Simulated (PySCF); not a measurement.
F₄MoO, charge +1, doublet, geometry from GFN2-xTB (such geometries of metal compounds can be far from the true shape) (the multiplicity is a formal guess) (core potentials on Mo); DF-B3LYP/def2-SVPD run with PySCF.

Input for PySCF:
```python
from pyscf import gto, scf, dft

mol = gto.M(
    atom='''
Mo    0.047004   -0.025919    0.044290
O     1.177714   -0.649422    1.109724
F    -1.151938    0.635209   -1.085436
F     0.024902    1.543591    0.788292
F     1.035474   -0.292906   -1.358933
F    -1.174645   -1.187673    0.462968
''',
    basis='def2-svpd',
    ecp={'Mo': 'def2-svpd'},
    charge=1,
    spin=1,
    verbose=4,
)

mf = dft.UKS(mol)
mf.xc = 'b3lyp'
mf = mf.density_fit(auxbasis='def2-universal-jkfit')
mf.kernel()
mf.analyze()
```

Output, abridged:

```
PySCF version 2.14.0

[INPUT] verbose = 4
[INPUT] num. atoms = 6
[INPUT] num. electrons = 57
[INPUT] charge = 1
[INPUT] spin (= nelec alpha-beta = 2S) = 1
[INPUT] symmetry False subgroup None
[INPUT] Mole.unit = angstrom
[INPUT] Symbol           X                Y                Z      unit          X                Y                Z       unit  Magmom
[...]
nuclear repulsion = 341.532905344217
number of shells = 57
number of NR pGTOs = 225
number of NR cGTOs = 149
basis = def2-svpd
ecp = {'Mo': 'def2-svpd'}

******** <class 'pyscf.df.df_jk.DFUKS'> ********
method = DFUKS
initial guess = minao
damping factor = 0
level_shift factor = 0
DIIS = <class 'pyscf.scf.diis.CDIIS'>
diis_start_cycle = 1
diis_space = 8
diis_damp = 0
SCF conv_tol = 1e-09
SCF conv_tol_grad = None
SCF max_cycles = 50
direct_scf = False
number electrons alpha = 29  beta = 28
XC library pyscf.dft.libxc version 7.1.2
    S. Lehtola, C. Steigemann, M. J. T. Oliveira, and M. A. L. Marques,  SoftwareX 7, 1–5 (2018)
XC functionals = b3lyp
    P. J. Stephens, F. J. Devlin, C. F. Chabalowski, and M. J. Frisch,  J. Phys. Chem. 98, 11623 (1994)
radial grids:
    Treutler-Ahlrichs [JCP 102, 346 (1995); DOI:10.1063/1.469408] (M4) radial grids

becke partition: Becke, JCP 88, 2547 (1988); DOI:10.1063/1.454033
pruning grids: <function nwchem_prune>
grids dens level: 3
symmetrized grids: False
atomic radii adjust function: <function treutler_atomic_radii_adjust>
small_rho_cutoff = 0
Set gradient conv threshold to 3.16228e-05
tot grids = 93568
******** <class 'pyscf.df.df.DF'> ********
auxbasis = def2-universal-jkfit
init E= -535.187922833024

cycle= 1 E= -541.758435119923  delta_E= -6.57  |g|=    1  |ddm|= 2.55
cycle= 2 E= -538.114003564798  delta_E= 3.64  |g|= 3.36  |ddm|= 3.06
cycle= 3 E= -542.136463559339  delta_E= -4.02  |g|= 0.179  |ddm|= 2.42
cycle= 4 E= -542.110679934395  delta_E= 0.0258  |g|= 0.299  |ddm|= 0.314
cycle= 5 E= -542.145150218708  delta_E= -0.0345  |g|= 0.0674  |ddm|= 0.239
cycle= 6 E= -542.146996504019  delta_E= -0.00185  |g|= 0.0189  |ddm|= 0.0644
cycle= 7 E= -542.147107136092  delta_E= -0.000111  |g|= 0.00812  |ddm|= 0.018
cycle= 8 E= -542.147140799146  delta_E= -3.37e-05  |g|= 0.00186  |ddm|= 0.00833
cycle= 9 E= -542.147145002909  delta_E= -4.2e-06  |g|= 0.00069  |ddm|= 0.00381
cycle= 10 E= -542.147146089959  delta_E= -1.09e-06  |g|= 0.000247  |ddm|= 0.00267
cycle= 11 E= -542.147146183474  delta_E= -9.35e-08  |g|= 9.87e-05  |ddm|= 0.000739
cycle= 12 E= -542.14714618941  delta_E= -5.94e-09  |g|= 0.000129  |ddm|= 0.00028
cycle= 13 E= -542.147146195466  delta_E= -6.06e-09  |g|= 3.48e-05  |ddm|= 0.000121
cycle= 14 E= -542.147146195957  delta_E= -4.91e-10  |g|= 9.53e-06  |ddm|= 3.19e-05
Extra cycle  E= -542.147146195767  delta_E= 1.9e-10  |g|= 2.51e-05  |ddm|= 2.84e-05
converged SCF energy = -542.147146195767  <S^2> = 0.76366624  2S+1 = 2.0136199
**** SCF Summaries ****
Total Energy =                        -542.147146195766936
Nuclear Repulsion Energy =             341.532905344216658
One-electron Energy =                -1439.910536811303473
Two-electron Energy =                  556.230485271319935
Two-electron Coulomb Energy =          614.074300016265738
DFT Exchange-Correlation Energy =      -57.843814744945846
**** MO energy ****
                             alpha | beta                alpha | beta
[...]
spin_pop of  0 Mo 4s       -0.00011
spin_pop of  0 Mo 5s       -0.00321
spin_pop of  0 Mo 6s       -0.00035
spin_pop of  0 Mo 7s       -0.00008
spin_pop of  0 Mo 8s        0.00148
spin_pop of  0 Mo 4px       0.00003
spin_pop of  0 Mo 4py       0.01437
spin_pop of  0 Mo 4pz       0.00427
spin_pop of  0 Mo 5px       0.00074
spin_pop of  0 Mo 5py       0.00032
spin_pop of  0 Mo 5pz       0.00009
spin_pop of  0 Mo 6px       0.00034
spin_pop of  0 Mo 6py       0.00011
spin_pop of  0 Mo 6pz       0.00006
spin_pop of  0 Mo 7px      -0.00007
spin_pop of  0 Mo 7py       0.00105
spin_pop of  0 Mo 7pz       0.00032
spin_pop of  0 Mo 4dxy     -0.01297
[...]
spin_pop of  1 O 3px       0.00094
spin_pop of  1 O 3py      -0.00020
spin_pop of  1 O 3pz       0.00144
spin_pop of  1 O 4px      -0.00011
spin_pop of  1 O 4py      -0.00010
spin_pop of  1 O 4pz      -0.00004
spin_pop of  1 O 3dxy     -0.00002
spin_pop of  1 O 3dyz     -0.00003
spin_pop of  1 O 3dz^2    -0.00034
spin_pop of  1 O 3dxz      0.00037
spin_pop of  1 O 3dx2-y2   -0.00022
spin_pop of  1 O 4dxy     -0.00015
spin_pop of  1 O 4dyz     -0.00007
spin_pop of  1 O 4dz^2     0.00006
spin_pop of  1 O 4dxz     -0.00008
spin_pop of  1 O 4dx2-y2   -0.00010
spin_pop of  2 F 1s       -0.00000
spin_pop of  2 F 2s        0.00007
spin_pop of  2 F 3s       -0.00028
spin_pop of  2 F 4s       -0.00003
spin_pop of  2 F 2px       0.11653
spin_pop of  2 F 2py       0.03535
spin_pop of  2 F 2pz       0.10400
spin_pop of  2 F 3px       0.00002
spin_pop of  2 F 3py      -0.00017
spin_pop of  2 F 3pz       0.00008
spin_pop of  2 F 4px      -0.00013
spin_pop of  2 F 4py      -0.00006
spin_pop of  2 F 4pz      -0.00013
spin_pop of  2 F 3dxy      0.00011
spin_pop of  2 F 3dyz      0.00002
spin_pop of  2 F 3dz^2    -0.00003
spin_pop of  2 F 3dxz      0.00018
spin_pop of  2 F 3dx2-y2    0.00004
spin_pop of  2 F 4dxy      0.00009
spin_pop of  2 F 4dyz     -0.00002
spin_pop of  2 F 4dz^2    -0.00009
spin_pop of  2 F 4dxz      0.00010
spin_pop of  2 F 4dx2-y2    0.00001
spin_pop of  3 F 1s        0.00000
spin_pop of  3 F 2s       -0.00007
spin_pop of  3 F 3s        0.00005
spin_pop of  3 F 4s        0.00024
spin_pop of  3 F 2px      -0.00353
spin_pop of  3 F 2py       0.00383
spin_pop of  3 F 2pz       0.00000
spin_pop of  3 F 3px      -0.00022
spin_pop of  3 F 3py      -0.00008
spin_pop of  3 F 3pz      -0.00009
spin_pop of  3 F 4px       0.00002
spin_pop of  3 F 4py       0.00020
spin_pop of  3 F 4pz       0.00002
spin_pop of  3 F 3dxy      0.00002
spin_pop of  3 F 3dyz      0.00002
spin_pop of  3 F 3dz^2    -0.00002
spin_pop of  3 F 3dxz     -0.00002
spin_pop of  3 F 3dx2-y2   -0.00001
spin_pop of  3 F 4dxy      0.00002
spin_pop of  3 F 4dyz     -0.00007
spin_pop of  3 F 4dz^2    -0.00013
spin_pop of  3 F 4dxz     -0.00007
spin_pop of  3 F 4dx2-y2   -0.00012
spin_pop of  4 F 1s        0.00000
spin_pop of  4 F 2s        0.00005
spin_pop of  4 F 3s        0.00004
spin_pop of  4 F 4s       -0.00004
spin_pop of  4 F 2px       0.00008
spin_pop of  4 F 2py      -0.00053
spin_pop of  4 F 2pz      -0.00024
spin_pop of  4 F 3px      -0.00013
spin_pop of  4 F 3py      -0.00012
spin_pop of  4 F 3pz       0.00009
spin_pop of  4 F 4px      -0.00001
spin_pop of  4 F 4py      -0.00000
spin_pop of  4 F 4pz       0.00002
spin_pop of  4 F 3dxy     -0.00000
spin_pop of  4 F 3dyz      0.00001
spin_pop of  4 F 3dz^2     0.00007
spin_pop of  4 F 3dxz     -0.00001
spin_pop of  4 F 3dx2-y2   -0.00003
spin_pop of  4 F 4dxy     -0.00003
spin_pop of  4 F 4dyz      0.00001
spin_pop of  4 F 4dz^2     0.00016
spin_pop of  4 F 4dxz      0.00001
spin_pop of  4 F 4dx2-y2   -0.00015
spin_pop of  5 F 1s        0.00000
spin_pop of  5 F 2s       -0.00029
spin_pop of  5 F 3s       -0.00012
spin_pop of  5 F 4s        0.00018
spin_pop of  5 F 2px      -0.00051
spin_pop of  5 F 2py       0.00292
spin_pop of  5 F 2pz      -0.00125
spin_pop of  5 F 3px      -0.00002
spin_pop of  5 F 3py      -0.00006
spin_pop of  5 F 3pz      -0.00006
spin_pop of  5 F 4px       0.00002
spin_pop of  5 F 4py       0.00012
spin_pop of  5 F 4pz       0.00000
spin_pop of  5 F 3dxy     -0.00001
spin_pop of  5 F 3dyz      0.00000
spin_pop of  5 F 3dz^2    -0.00001
spin_pop of  5 F 3dxz     -0.00002
spin_pop of  5 F 3dx2-y2    0.00007
spin_pop of  5 F 4dxy     -0.00008
spin_pop of  5 F 4dyz     -0.00007
spin_pop of  5 F 4dz^2    -0.00004
spin_pop of  5 F 4dxz     -0.00007
spin_pop of  5 F 4dx2-y2    0.00014
In total            29.00000 | 28.00000

WARN: System has nonzero charge 1; the dipole moment is origin-dependent.
Location of origin: [0. 0. 0.]

Dipole moment(X, Y, Z, Debye):  1.04255, -0.57502,  0.98241
```
